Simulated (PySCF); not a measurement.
Geometry (Å), atoms numbered from 1 in this order:
```xyz
15

F    -3.409    0.507    1.048
C    -2.179    0.345    0.547
C    -1.136    1.160    0.721
C     0.016    0.605   -0.076
O     1.198    0.521    0.645
Si    2.539   -0.357    0.403
C    -0.547   -0.681   -0.626
C    -1.833   -0.793   -0.287
H    -1.077    2.061    1.297
H     0.181    1.277   -0.939
H     2.277   -1.792    0.533
H     3.096   -0.118   -0.934
H     3.351    0.192    1.475
H     0.045   -1.350   -1.221
H    -2.526   -1.571   -0.550
```

No solvent, equivalent nuclei averaged, non-relativistic Hamiltonian, single conformer. Shielding tensors at PBE0/pcSseg-1 (GIAO); GFN2-xTB geometry; PySCF 2.14.

Chemical shifts δ = σref − σ; TMS for 13C (σref 186.93), all at this level.

**Question.** Do the 13C shifts follow the atomic charges (in e)? Tabulate both.

**Answer.** 
```csv
atoms,hybridisation,δ (ppm),σ para (ppm),Hirshfeld,IAO,Mulliken,ESP-fitted
C2,sp2,172.9,-241,+0.08,+0.29,+0.29,+0.43
C7,sp2,145.2,-217,-0.05,-0.17,-0.15,-0.33
C8,sp2,135.7,-205,-0.05,-0.18,-0.11,-0.24
C3,sp2,119.8,-189,-0.09,-0.23,-0.15,-0.58
C4,sp3,81.0,-136,+0.05,+0.09,+0.16,+0.54
```

Correlation coefficients of δ with charge over these carbons: Hirshfeld +0.09, IAO +0.22, Mulliken +0.12, ESP-fitted -0.13; with the paramagnetic shielding -0.99. Among the 4 sp2 carbons alone: Hirshfeld +0.96, IAO +0.93, Mulliken +0.89, ESP-fitted +0.96. With so few points, grouped by hybridisation, these coefficients are fragile. Charge is one influence among several: hybridisation and low-lying excitations act through the paramagnetic term.

Shifts are as computed. Against solution values, carbons near 30 ppm lie about +3 ppm off and those near 130 ppm about +5 ppm. Of 1211 compounds with measured shifts, 218 miss one by over three times the rms of a fit or turn the order of signals round; such compounds aren't used in these exercises.
